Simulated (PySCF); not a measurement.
Compound: C₇H₈N (doublet state).
Geometry (GFN2-xTB, Å), atoms numbered from 1 in this order:
```xyz
16
C7H8N angstrom
N     -0.4244   -1.7455    2.2931
C     -0.2515   -1.5498    1.1785
C     -0.1037   -1.2453   -0.2342
C     -1.2223   -0.3223   -0.5514
C     -1.1599    1.0830   -0.1028
C      0.2235    1.5405    0.2413
C      1.3065    0.8005    0.0702
C      1.2681   -0.5908   -0.4824
H     -0.1899   -2.1845   -0.7928
H     -2.1579   -0.7207   -0.9044
H     -1.8071    1.2330    0.7784
H     -1.5779    1.7398   -0.8782
H      0.2984    2.5410    0.6422
H      2.2837    1.1878    0.3204
H      1.4523   -0.5593   -1.5613
H      2.0544   -1.1984   -0.0281
```

The hyperfine couplings belong to this conformer and change with its torsions.

Identity: `N#C[C@H]1[CH]CC=CC1` [radical].

Theory: PySCF 2.14.0, UKS B3LYP, pcH-1 on C H N, non-relativistic, mean-field spin-orbit, GIAO. Geometry: GFN2-xTB, one conformer, isolated molecule. Couplings are sensitive to structure, and on GFN2-xTB geometries they can be far from those on DFT ones. No stability test was run, so a lower SCF solution isn't excluded.

Task: Give the principal g shifts and their parts.

Result: 
| Δg (ppm) | 1 | 2 | 3 |
| --- | --- | --- | --- |
| relativistic mass correction | -151 | -151 | -151 |
| gauge correction | 3 | 32 | 22 |
| orbital Zeeman/spin–orbit | -83 | 517 | 797 |
| total | -230 | 398 | 669 |

So g = 2.00209, 2.00272, 2.00299 and g_iso = 2.00260; the tensor is rhombic: the two nearest values differ by 30 % of g3 − g1. Axes: g3 points within 7° of the C4–H10 bond.

Task: Average each term over the three axes. Which is largest in size?

Result: The orbital-Zeeman/spin–orbit term 410, the mass correction -151 and the gauge correction 19 ppm, for a total of 279 ppm. The orbital-Zeeman/spin–orbit term is the largest in size. The mass correction is the same along every axis, so the anisotropy comes from the other two: their spans along these axes are 29 (gauge) and 880 ppm (orbital Zeeman/spin–orbit).

Task: What are the electron Larmor frequencies g μB B/h along the three axes at 1200 mT?

Result: 33.6261, 33.6366, 33.6412 GHz for g1, g2 and g3, a range of 15.1 MHz.

Task: What effective moment and Curie constant follow for a powder?

Result: With the mean of g² = 4.0104 and S(S+1) = 0.75: μ_eff = √(⟨g²⟩S(S+1)) = 1.734 μB and χT = 0.12505·⟨g²⟩·S(S+1) = 0.376 cm³ K/mol (cgs; spin-Hamiltonian part alone).

Task: In a frozen sample, at which fields do the three g values resonate at 9.5, 34, 94 and 263 GHz (hyperfine left aside), and which band first spreads them over more than twice a line width of 0.5 mT?

Result: 
```json
{"band": "X", "GHz": "9.5", "B(g3) mT": "338.87", "B(g2) mT": "338.92", "B(g1) mT": "339.02", "spread mT": "0.15"}
{"band": "Q", "GHz": "34.0", "B(g3) mT": "1212.80", "B(g2) mT": "1212.96", "B(g1) mT": "1213.34", "spread mT": "0.54"}
{"band": "W", "GHz": "94.0", "B(g3) mT": "3353.03", "B(g2) mT": "3353.49", "B(g1) mT": "3354.54", "spread mT": "1.51"}
{"band": "J", "GHz": "263.0", "B(g3) mT": "9381.36", "B(g2) mT": "9382.63", "B(g1) mT": "9385.57", "spread mT": "4.21"}
```

The spread grows in proportion to the frequency. W band is the first where it exceeds 1.0 mT.

The Mulliken spin populations are largest on C4 (+1.02), C5 (-0.08) and C3 (-0.07). C4 is the only atom above +0.15. The positive populations add up to 1.19 and the negative ones to -0.19, together 2S = 1. The angles at C4 add up to 358.6°, so it is planar; its axial dipolar tensor and the negative coupling of its proton fit spin in a p orbital normal to that plane.

The HOMO–LUMO gaps are 5.96 eV among the α and 5.10 eV among the β orbitals.

On one thread of an Intel Xeon at 2.50 GHz, shared host with 64 logical CPUs at a one-minute load of 62, this took 2.7 min wall (with the writing of density and orbital grids) and 1.1 GiB of memory at its peak.
